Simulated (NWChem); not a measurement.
**Br2Sn in NWChem**

```xyz
3

Sn     0.0000     0.0000     0.9543
Br    -1.9418     0.0000    -0.6816
Br     1.9418     0.0000    -0.6816
```
Charge 0, spin multiplicity 1.

All runs are NWChem calculations. The geometry was optimised at PBE0/def2-SVP with def2 effective core potentials on Sn, a minimum by its harmonic frequencies.

Symmetry labels belong to the abelian group C2v used in the runs, with the axes of the coordinates shown; states degenerate in a higher group split over its labels.

Effective core potentials replace the inner electrons of Sn; spin-orbit coupling is left out. The structure started from a generated list of species.

List the lowest 6 singlet excitations that CIS/def2-SVP with def2 effective core potentials on Sn gives, with oscillator strengths.


```tsv
state	symmetry	energy (eV)	wavelength (nm)	f
1	b2	3.87	321	0.064
2	a2	5.20	238	0.000
3	b1	5.70	218	0.003
4	a1	6.08	204	0.018
5	b2	6.09	204	0.007
6	a2	6.48	191	0.000
```
